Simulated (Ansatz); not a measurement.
H2BFSi, SMILES `B[Si]F` (triplet; the order of the spin states depends on the level) (charge 0, multiplicity 3). This triplet lies 0.33 eV above the relaxed singlet at the level frozen-core CCSD(T)/cc-pVTZ // PBE0-D3(BJ)/def2-TZVP (Ansatz, an electronic-structure program); other levels give the other order.

Computed with PBE0/cc-pVTZ // PBE0-D3(BJ)/def2-TZVP (Ansatz).

Ansatz 0.2 input:
```yaml
crystal:
  periodic: [false, false, false]
  atoms:
    - { symbol: B, position_ang: [-0.76497, -0.08189, 0.007744] }
    - { symbol: Si, position_ang: [1.09924, -0.580166, 0.154637] }
    - { symbol: F, position_ang: [2.226366, 0.529835, -0.091637] }
    - { symbol: H, position_ang: [-0.980194, 1.060468, -0.266802] }
    - { symbol: H, position_ang: [-1.580442, -0.928245, 0.196056] }
basis:
  gaussian: { orbitals: cc-pVTZ }
hamiltonian:
  xc: pbe0
magnetization:
  spin_polarized: true
  initial_magnetization: 2
```

Output:

```
Functional definition: PBE0
762 factors; their error is unknown
mean field evaluation 1: about -11292.3390 eV, gradient 2.8e1 eV
mean field evaluation 2: about -11289.0496 eV, gradient 3.9e1 eV
mean field evaluation 4: about -11296.4069 eV, gradient 2.7e0 eV
mean field evaluation 8: about -11296.4483 eV, gradient 4.2e-2 eV
mean field evaluation 16: about -11296.4771 eV, gradient 2.6e-4 eV
mean field -11296.47706007 eV, -415.1378749303 hartree, gradient 4.4e-5 eV, S^2 2.004489; 0 other end points of the search recorded, 0 dependent functions left out
reference -11296.47708737 eV, -415.1378759337 hartree; 16, 14 occupied and 106, 108 virtual orbitals, 762 factors
Total energy: -11296.47708737 eV, -415.1378759337 hartree
```
